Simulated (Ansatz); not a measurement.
C7H15NO (`CN(C)C(=O)C(C)(C)C`), 24 atoms. Total charge 0; spin multiplicity 1. Hardware: A = 5 threads of an AMD EPYC 7R13 on a shared host; B = 5 threads of an AMD EPYC 7R13 on a shared host and a share of an NVIDIA H100 80 GB. Correlated methods freeze the cores.

Problem. Give the basis size and wall time and peak host memory of each of these runs in Ansatz. RHF-CCSD(T)/def2-TZVPP energy [B]; direct RPA on PBE orbitals/def2-TZVPP energy [B]; RKS PBE-D4/def2-TZVPP energy and forces [B]; RKS PBE0-D4/def2-TZVP relaxation (20 steps) [B]; RKS PBE0-D4/def2-SVP energy [A]; RKS B2PLYP (frozen core)/def2-TZVPP energy [B]; RKS revPBE-D4/def2-TZVPP energy [B]; RHF-MP2/def2-QZVPP energy [B]; RKS PBE0-D4/def2-QZVPP energy [B]; RKS LC-ωPBE/def2-TZVPP energy [B]; RKS ωB97M-V/def2-QZVPP energy [B]; RKS ωB97M-V/def2-SVP energy [A]. (Best estimate.)

Solution. The calculation gave: Other jobs shared the machine, so times are rough.

| level | job | functions | wall time | peak host memory (GiB) |
| --- | --- | --- | --- | --- |
| RKS PBE0-D4/def2-SVP | energy [A] | 201 | 4 s | 1.1 |
| RKS LC-ωPBE/def2-TZVPP | energy [B] | 489 | 4.1 s | 1.1 |
| RKS B2PLYP (frozen core)/def2-TZVPP | energy [B] | 489 | 5 s | 2.8 |
| RKS PBE-D4/def2-TZVPP | energy and forces [B] | 489 | 7 s | 1.1 |
| direct RPA on PBE orbitals/def2-TZVPP | energy [B] | 489 | 7.5 s | 2.8 |
| RKS ωB97M-V/def2-SVP | energy [A] | 201 | 9 s | 1.1 |
| RKS revPBE-D4/def2-TZVPP | energy [B] | 489 | 9.5 s | 1.1 |
| RKS PBE0-D4/def2-QZVPP | energy [B] | 963 | 11 s | 1.5 |
| RHF-MP2/def2-QZVPP | energy [B] | 963 | 12 s | 1.7 |
| RKS ωB97M-V/def2-QZVPP | energy [B] | 963 | 12 s | 1.7 |
| RKS PBE0-D4/def2-TZVP | relaxation (20 steps) [B] | 369 | 54 s | 1.1 |
| RHF-CCSD(T)/def2-TZVPP | energy [B] | 489 | 60 s | 1.1 |

LC-ωPBE has ω = 0.4 bohr⁻¹.
